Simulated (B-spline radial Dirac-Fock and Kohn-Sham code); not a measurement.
Electron momentum distribution of Eu⁴⁹⁺: Compton profiles

System: the Eu⁴⁹⁺ ion, configuration [Ne] 3s2 3p2.

The computed values come from a radial B-spline solver: the impulse approximation on relativistic Hartree-Fock (Dirac-Fock) wave functions, averaged over the configuration. pz is in atomic units of momentum; subshell profiles are per electron, for a selection of subshells; open shells are spread over both j values by their weights.

| pz | J total | J 1s1/2 | J 2s1/2 | J 2p3/2 | J 3p3/2 |
| --- | --- | --- | --- | --- | --- |
| 0 | 0.5216 | 0.0124 | 0.0432 | 0.0229 | 0.0528 |
| 0.4 | 0.5205 | 0.0124 | 0.0432 | 0.0229 | 0.0528 |
| 0.5 | 0.5199 | 0.0124 | 0.0431 | 0.0229 | 0.0528 |
| 0.6 | 0.5191 | 0.0124 | 0.0431 | 0.0229 | 0.0528 |
| 0.8 | 0.5172 | 0.0124 | 0.0430 | 0.0229 | 0.0528 |
| 1 | 0.5147 | 0.0124 | 0.0429 | 0.0229 | 0.0528 |
| 1.2 | 0.5117 | 0.0124 | 0.0428 | 0.0229 | 0.0528 |
| 1.4 | 0.5083 | 0.0124 | 0.0426 | 0.0229 | 0.0527 |
| 1.6 | 0.5043 | 0.0124 | 0.0424 | 0.0229 | 0.0527 |
| 1.8 | 0.4999 | 0.0124 | 0.0422 | 0.0229 | 0.0526 |
| 2 | 0.4950 | 0.0124 | 0.0419 | 0.0229 | 0.0525 |
| 2.5 | 0.4811 | 0.0124 | 0.0412 | 0.0229 | 0.0522 |
| 3 | 0.4651 | 0.0124 | 0.0404 | 0.0229 | 0.0515 |
| 4 | 0.4288 | 0.0123 | 0.0383 | 0.0229 | 0.0492 |
| 5 | 0.3899 | 0.0122 | 0.0358 | 0.0228 | 0.0454 |
| 7 | 0.3167 | 0.0120 | 0.0299 | 0.0223 | 0.0339 |
| 10 | 0.2366 | 0.0116 | 0.0207 | 0.0209 | 0.0157 |
| 15 | 0.1588 | 0.0107 | 0.00880 | 0.0165 | 0.00349 |
| 20 | 0.1061 | 0.00955 | 0.00318 | 0.0113 | 0.00274 |
| 30 | 0.04663 | 0.00712 | 0.00112 | 0.00416 | 0.00159 |
| 40 | 0.02284 | 0.00497 | 0.00106 | 0.00138 | 0.000550 |
| 60 | 0.007221 | 0.00221 | 0.000535 | 0.000176 | 6.58e-05 |
| 100 | 0.001237 | 0.000464 | 9.24e-05 | 7.54e-06 | 2.58e-06 |

J(0) = 0.5216. The 3s1/2 subshell gives the largest part, 33 %.

Mean momentum ⟨p⟩ by subshell (a.u.): 1s1/2 61.4, 2s1/2 22.3, 2p1/2 29.5, 2p3/2 27.2, 3s1/2 12.6, 3p1/2 15.0, 3p3/2 14.3.
